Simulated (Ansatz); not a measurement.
Computed with Ansatz on PBE0-D4/def2-TZVP structures; ΔE is electronic, products minus reactants. CBS: MP2 limit from def2 TZ/QZ plus the TZ coupled-cluster correction, frozen cores. Functionals use def2-TZVPP. For Ga outer-core shells are correlated without core-valence functions, which leaves a few kJ/mol of doubt a bond. Scalar relativity is left out up to krypton. Each species was taken in one conformer, which may not be the lowest.

Reaction (cleavage of the B–Ga bond): `[BH2][GaH][SiH3]` + `C=C[SiH2]N` → `BN[SiH2]C=C` + `[SiH3][GaH2]`

```
          level  ΔE (eV)
        BLYP-D4    -1.56
            PBE    -1.50
         revPBE    -1.46
CCSD/def2-TZVPP    -1.57
```

Task: What does CCSD(T)/CBS give? (Best estimate.)

Result: Computed: -1.53 eV. The listed levels differ from it by -0.03, 0.03, 0.07, -0.04 eV.

Largest T1 diagnostic among the species: 0.014.

From BLYP to BHLYP (50 % exact exchange), in def2-TZVPP and without D4, ΔE moves by −0.07 eV. At CCSD(T), def2-SVP lies −0.28 eV from the extrapolated value and def2-TZVPP −0.05 eV.
